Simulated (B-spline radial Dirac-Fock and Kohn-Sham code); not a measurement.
# X-ray form factors of tellurium in several charge states

Level of theory: Dirac-Fock orbitals of the configuration average with a finite nucleus; a radial finite-basis atomic code.

Configurations: Te⁴⁺ [Kr] 4d10 5s2; Te⁶⁺ [Kr] 4d10; Te⁸⁺ [Kr] 4d8; Te⁹⁺ [Kr] 4d7. The first column is f₀ of Te⁴⁺, the others are differences from it.

```
s (Å⁻¹)    Te⁴⁺  Δ Te⁶⁺  Δ Te⁸⁺  Δ Te⁹⁺
      0  48.000  -2.000  -4.000  -5.000
   0.05  47.514  -1.848  -3.792  -4.768
    0.1  46.137  -1.447  -3.232  -4.138
   0.15  44.086  -0.930  -2.474  -3.273
    0.2  41.624  -0.440  -1.695  -2.362
   0.25  38.993  -0.077  -1.027  -1.551
    0.3  36.367  +0.130  -0.530  -0.914
   0.35  33.852  +0.203  -0.205  -0.462
    0.4  31.507  +0.187  -0.018  -0.168
   0.45  29.362  +0.128  +0.072  +0.007
    0.5  27.428  +0.061  +0.105  +0.099
    0.6  24.185  -0.034  +0.090  +0.145
    0.7  21.693  -0.060  +0.052  +0.112
    0.8  19.786  -0.044  +0.021  +0.061
    0.9  18.278  -0.019   0.000  +0.017
      1  17.006  +0.001  -0.012  -0.014
    1.1  15.861  +0.012  -0.018  -0.033
    1.2  14.776  +0.014  -0.022  -0.042
    1.4  12.711  +0.008  -0.022  -0.041
    1.6  10.822   0.000  -0.019  -0.032
```

Values without a named source are computed, but for edge energies of neutral atoms, which are taken from tables.
